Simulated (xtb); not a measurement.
Input for xtb: GFN2-xTB on BrCl, a point of a bond scan (R = 6.929 Å).

```
$ xtb mol.xyz --gfn 2 --sp --chrg 0 --uhf 0
2

Br    -0.00000000    -0.00000000    -0.70788430
Cl     0.00000000     0.00000000     6.22105381
```

Output:

```
[...]
           -------------------------------------------------
          |                Calculation Setup                |
           -------------------------------------------------



molecular fragmentation (1/2 indicates fragments):
12
# atoms in fragment 1/2:     1     1
 fragment masses (1/2) :       79.90       35.45
CMA distance (Bohr)    :  13.094
constraining FC (au)   :  0.0500

           -------------------------------------------------
          |                 G F N 2 - x T B                 |
           -------------------------------------------------

        Reference                      10.1021/acs.jctc.8b01176
      * Hamiltonian:
        H0-scaling (s, p, d)           1.850000    2.230000    2.230000
        zeta-weighting                 0.500000
      * Dispersion:
        s8                             2.700000
        a1                             0.520000
        a2                             5.000000
        s9                             5.000000
      * Repulsion:
        kExp                           1.500000    1.000000
        rExp                           1.000000
      * Coulomb:
        alpha                          2.000000
        third order                    shell-resolved
        anisotropic                    true
        a3                             3.000000
        a5                             4.000000
        cn-shift                       1.200000
        cn-exp                         4.000000
        max-rad                        5.000000


          ...................................................
          :                      SETUP                      :
          :.................................................:
          :  # basis functions                  20          :
          :  # atomic orbitals                  18          :
          :  # shells                            6          :
          :  # electrons                        14          :
          :  max. iterations                   250          :
          :  Hamiltonian                  GFN2-xTB          :
          :  restarted?                      false          :
          :  GBSA solvation                  false          :
          :  PC potential                    false          :
          :  electronic temp.          300.0000000     K    :
          :  accuracy                    1.0000000          :
          :  -> integral cutoff          0.2500000E+02      :
          :  -> integral neglect         0.1000000E-07      :
          :  -> SCF convergence          0.1000000E-05 Eh   :
          :  -> wf. convergence          0.1000000E-03 e    :
          :  Broyden damping             0.4000000          :
          :  net charge                          0          :
          :  unpaired electrons                  0          :
          ...................................................

 iter      E             dE          RMSdq      gap      omega  full diag
   1     -8.2144865 -0.821449E+01  0.106E+01    0.00       0.0  T
   2     -8.2265055 -0.120190E-01  0.139E+01    0.00       1.0  T
   3     -8.2258107  0.694824E-03  0.131E+01    0.02       1.0  T
   4     -8.2272607 -0.144999E-02  0.110E+01    0.00       1.0  T
   5     -8.2145425  0.127182E-01  0.104E+01    0.00       1.0  T
   6     -8.3071179 -0.925754E-01  0.865E+00    0.00       1.0  T
   7     -8.2145476  0.925704E-01  0.103E+01    0.00       1.0  T
   8     -8.2276283 -0.130808E-01  0.101E+01    0.00       1.0  T
   9     -8.2158477  0.117806E-01  0.101E+01    0.00       1.0  T
  10     -8.2580800 -0.422323E-01  0.950E+00    0.00       1.0  T
  11     -8.2211701  0.369100E-01  0.100E+01    0.00       1.0  T
  12     -8.2504140 -0.292439E-01  0.963E+00    0.00       1.0  T
  13     -8.2381400  0.122740E-01  0.974E+00    0.00       1.0  T
  14     -8.2963352 -0.581952E-01  0.880E+00    0.00       1.0  T
  15     -8.2682918  0.280433E-01  0.922E+00    0.00       1.0  T
  16     -8.3201900 -0.518982E-01  0.834E+00    0.00       1.0  T
  17     -8.3119016  0.828839E-02  0.842E+00    0.00       1.0  T
  18     -8.3589785 -0.470769E-01  0.753E+00    0.00       1.0  T
  19     -8.3624548 -0.347625E-02  0.739E+00    0.00       1.0  T
  20     -8.3978072 -0.353524E-01  0.663E+00    0.00       1.0  T
  21     -8.4099009 -0.120937E-01  0.628E+00    0.00       1.0  T
  22     -8.4369798 -0.270789E-01  0.558E+00    0.00       1.0  T
  23     -8.4509691 -0.139893E-01  0.512E+00    0.00       1.0  T
  24     -8.4715307 -0.205616E-01  0.445E+00    0.00       1.0  T
  25     -8.4840344 -0.125037E-01  0.395E+00    0.00       1.0  T
  26     -8.4984921 -0.144577E-01  0.332E+00    0.00       1.0  T
  27     -8.5078175 -0.932532E-02  0.282E+00    0.00       1.0  T
  28     -8.5165389 -0.872141E-02  0.227E+00    0.00       1.0  T
  29     -8.5221977 -0.565883E-02  0.182E+00    0.00       1.0  T
  30     -8.5264252 -0.422753E-02  0.139E+00    0.00       1.0  T
  31     -8.5290896 -0.266441E-02  0.104E+00    0.00       1.0  T
  32     -8.5306553 -0.156569E-02  0.757E-01    0.00       1.0  T
  33     -8.5315926 -0.937308E-03  0.518E-01    0.00       1.0  T
  34     -8.5320234 -0.430746E-03  0.360E-01    0.00       1.0  T
  35     -8.5322669 -0.243482E-03  0.225E-01    0.00       1.0  T
  36     -8.5323588 -0.918908E-04  0.144E-01    0.00       1.0  T
  37     -8.5324205 -0.617405E-04  0.270E-02    0.00       2.6  T
  38     -8.5324147  0.581233E-05  0.510E-02    0.00       1.4  T
  39     -8.5324201 -0.540756E-05  0.291E-02    0.00       2.4  T
  40     -8.5324225 -0.240153E-05  0.827E-03    0.00       8.5  T
  41     -8.5324226 -0.138933E-06  0.484E-03    0.00      14.6  T
  42     -8.5324227 -0.554092E-07  0.235E-03    0.00      30.1  T
  43     -8.5324227 -0.159847E-07  0.573E-04    0.00     123.5  T
  44     -8.5324227 -0.941078E-09  0.148E-04    0.00     477.9  T

   *** convergence criteria satisfied after 44 iterations ***

         #    Occupation            Energy/Eh            Energy/eV
      -------------------------------------------------------------
         1        2.0000           -1.0747983             -29.2468
         2        2.0000           -0.8679698             -23.6187
         3        1.6686           -0.4642681             -12.6334
         4        1.6682           -0.4642669             -12.6333
         5        1.6682           -0.4642669             -12.6333
         6        1.6650           -0.4642560             -12.6330
         7        1.6650           -0.4642560             -12.6330 (HOMO)
         8        1.6649           -0.4642554             -12.6330 (LUMO)
         9                         -0.0073454              -0.1999
        10                         -0.0073452              -0.1999
        11                         -0.0073452              -0.1999
        12                         -0.0073445              -0.1999
       ...                                ...                  ...
        18                          0.0002189               0.0060
      -------------------------------------------------------------
                  HL-Gap            0.0000006 Eh            0.0000 eV
             Fermi-level           -0.4627325 Eh          -12.5916 eV

 SCC (total)                   0 d,  0 h,  0 min,  0.010 sec
 SCC setup                      ...        0 min,  0.000 sec (  2.151%)
 Dispersion                     ...        0 min,  0.000 sec (  0.657%)
 classical contributions        ...        0 min,  0.000 sec (  0.383%)
 integral evaluation            ...        0 min,  0.001 sec (  8.136%)
 iterations                     ...        0 min,  0.008 sec ( 80.820%)
 molecular gradient             ...        0 min,  0.001 sec (  5.717%)
 printout                       ...        0 min,  0.000 sec (  1.834%)

         :::::::::::::::::::::::::::::::::::::::::::::::::::::
         ::                     SUMMARY                     ::
         :::::::::::::::::::::::::::::::::::::::::::::::::::::
         :: total energy              -8.532422698820 Eh    ::
         :: gradient norm              0.000029775436 Eh/a0 ::
         :: HOMO-LUMO gap              0.000015698236 eV    ::
         ::.................................................::
         :: SCC energy                -8.532422698820 Eh    ::
         :: -> isotropic ES            0.000007920916 Eh    ::
         :: -> anisotropic ES         -0.000000058036 Eh    ::
         :: -> anisotropic XC         -0.000000032441 Eh    ::
         :: -> dispersion             -0.000041999729 Eh    ::
         :: repulsion energy           0.000000000000 Eh    ::
         :: add. restraining           0.000000000000 Eh    ::
         :: total charge              -0.000000000000 e     ::
         :::::::::::::::::::::::::::::::::::::::::::::::::::::

           -------------------------------------------------
          |                Property Printout                |
           -------------------------------------------------

    * Orbital Energies and Occupations

         #    Occupation            Energy/Eh            Energy/eV
      -------------------------------------------------------------
         1        2.0000           -1.0747983             -29.2468
         2        2.0000           -0.8679698             -23.6187
         3        1.6686           -0.4642681             -12.6334
         4        1.6682           -0.4642669             -12.6333
         5        1.6682           -0.4642669             -12.6333
         6        1.6650           -0.4642560             -12.6330
         7        1.6650           -0.4642560             -12.6330 (HOMO)
         8        1.6649           -0.4642554             -12.6330 (LUMO)
         9                         -0.0073454              -0.1999
        10                         -0.0073452              -0.1999
        11                         -0.0073452              -0.1999
        12                         -0.0073445              -0.1999
        13                         -0.0073445              -0.1999
        14                          0.0002181               0.0059
        15                          0.0002181               0.0059
        16                          0.0002187               0.0060
        17                          0.0002187               0.0060
        18                          0.0002189               0.0060
      -------------------------------------------------------------
                  HL-Gap            0.0000006 Eh            0.0000 eV
             Fermi-level           -0.4627325 Eh          -12.5916 eV

     #   Z          covCN         q      C6AA      α(0)
     1  35 Br       0.000     0.005   167.734    20.812
     2  17 Cl       0.000    -0.005    92.853    14.665

 Mol. C6AA /au·bohr⁶  :        509.893774
 Mol. C8AA /au·bohr⁸  :      27284.906784
 Mol. α(0) /au        :         35.477176


Wiberg/Mayer (AO) data.
largest (>0.10) Wiberg bond orders for each atom

 ---------------------------------------------------------------------------
     #   Z sym  total        # sym  WBO       # sym  WBO       # sym  WBO
 ---------------------------------------------------------------------------
     1  35 Br   0.000
     2  17 Cl   0.000
 ---------------------------------------------------------------------------


molecular dipole:
                 x           y           z       tot (Debye)
 q only:        0.000       0.000      -0.066
   full:       -0.000      -0.000      -0.064       0.163
molecular quadrupole (traceless):
                xx          xy          yy          xz          yz          zz
 q only:        0.344       0.000       0.344       0.000       0.000      -0.688
  q+dip:        0.337       0.000       0.337       0.000      -0.000      -0.673
   full:        0.337      -0.000       0.337       0.000      -0.000      -0.673


           -------------------------------------------------
Note: The following floating-point exceptions are signalling: IEEE_UNDERFLOW_FLAG IEEE_DENORMAL
normal termination of xtb
          | TOTAL ENERGY               -8.532422698820 Eh   |
          | GRADIENT NORM               0.000029775436 Eh/α |
          | HOMO-LUMO GAP               0.000015698236 eV   |
           -------------------------------------------------

------------------------------------------------------------------------
------------------------------------------------------------------------
 total:
 SCF:
```

The run finished.

Cost: roughly 0.09 core-seconds.
